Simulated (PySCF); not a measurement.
A species of formula C9H7F has this rotational fingerprint, computed with PBE0-D3(BJ)/def2-SVP geometry optimisation, gas phase in PySCF:

| Quantity | Value |
| --- | --- |
| Rotational constants | A = 1830, B = 1169, C = 717.0 MHz |
| Dipole components | \|μa\| = 0.38 D, \|μb\| = 0.86 D, \|μc\| = 0.05 D |
| Inertial defect | -3.61 u·Å² |
| κ | -0.19 |

**Question.** Which candidate fits, each taken in the one conformer that was computed?
A. `[CH:1]#[C:2]/[C:3]([F:4])=[C:5](\[C:6]#[CH:7])[C:8](=[CH2:9])[CH3:10]` with C3–C5–C8–C9 -176°
B. `C#CC1=C[C@@H]2C=C[C@@]1(F)C2`
C. `C12(C=CC=C1)C=C(C=C2)F`
D. `CC#CC1=CC=C(F)C=C1`

**Answer.** A. It is C#C/C(F)=C(\C#C)C(=C)C, an asymmetric top. The candidates at the same level (rigid rotor, commonest isotopes):

```json
{"SMILES": "CC#Cc1ccc(F)cc1", "A (MHz)": "5482", "B (MHz)": "573.6", "C (MHz)": "521.0", "μa (D)": "1.85", "μb (D)": "0.00", "μc (D)": "0.01", "Δ (u·Å²)": "-3.24", "point group": "near Cs", "rotor": "near-prolate asymmetric top"}
{"SMILES": "C#CC1=C[C@@H]2C=C[C@@]1(F)C2", "A (MHz)": "2412", "B (MHz)": "1272", "C (MHz)": "1053", "μa (D)": "1.34", "μb (D)": "1.45", "μc (D)": "0.22", "Δ (u·Å²)": "-126.84", "point group": "C1", "rotor": "asymmetric top"}
{"SMILES": "C#C/C(F)=C(\\C#C)C(=C)C", "A (MHz)": "1830", "B (MHz)": "1169", "C (MHz)": "717.0", "μa (D)": "0.38", "μb (D)": "0.86", "μc (D)": "0.05", "Δ (u·Å²)": "-3.61", "point group": "near Cs", "rotor": "asymmetric top"}
{"SMILES": "FC1=CC2(C=CC=C2)C=C1", "A (MHz)": "3682", "B (MHz)": "892.2", "C (MHz)": "865.4", "μa (D)": "1.27", "μb (D)": "0.74", "μc (D)": "0.00", "Δ (u·Å²)": "-119.73", "point group": "Cs", "rotor": "near-prolate asymmetric top"}
```

`FC1=CC2(C=CC=C2)C=C1` has A 101 % too high; `CC#Cc1ccc(F)cc1` has A 199 % too high; `C#CC1=C[C@@H]2C=C[C@@]1(F)C2` has C 47 % too high. No structure here is proved a minimum.
